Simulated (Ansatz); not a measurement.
## Ansatz (development build ahead of 0.2.0) run

```yaml
crystal:
  periodic: [false, false, false]
  atoms:
    - { symbol: C, position_ang: [1.62486, 0.0, 0.0] }
    - { symbol: C, position_ang: [1.01308, 1.27037, 0.0] }
    - { symbol: C, position_ang: [-0.36157, 1.58412, 0.0] }
    - { symbol: C, position_ang: [-1.46395, 0.705, 0.0] }
    - { symbol: C, position_ang: [-1.46395, -0.705, 0.0] }
    - { symbol: C, position_ang: [-0.36157, -1.58412, 0.0] }
    - { symbol: C, position_ang: [1.01308, -1.27037, 0.0] }
    - { symbol: C, position_ang: [3.03486, 0.0, 0.0] }
    - { symbol: H, position_ang: [3.58486, 0.93, 0.0] }
    - { symbol: H, position_ang: [3.58486, -0.93, 0.0] }
    - { symbol: H, position_ang: [1.68957, 2.11865, 0.0] }
    - { symbol: H, position_ang: [-0.603, 2.64192, 0.0] }
    - { symbol: H, position_ang: [-2.4415, 1.17576, 0.0] }
    - { symbol: H, position_ang: [-2.4415, -1.17576, 0.0] }
    - { symbol: H, position_ang: [-0.603, -2.64192, 0.0] }
    - { symbol: H, position_ang: [1.68957, -2.11865, 0.0] }
basis:
  gaussian: { orbitals: def2-TZVP }
magnetization:
  initial_magnetization: 2
hamiltonian:
  xc: pbe0
```

The input is written out in the form of the current development build from the run's settings.

The run gave:

```yaml
Converged: yes
Total_energy: -309.27757 hartree
Spin_squared_of_the_determinant: 2.000
Stability_test: minimum among restricted orbitals
```

Caution: another spin multiplicity may lie lower.
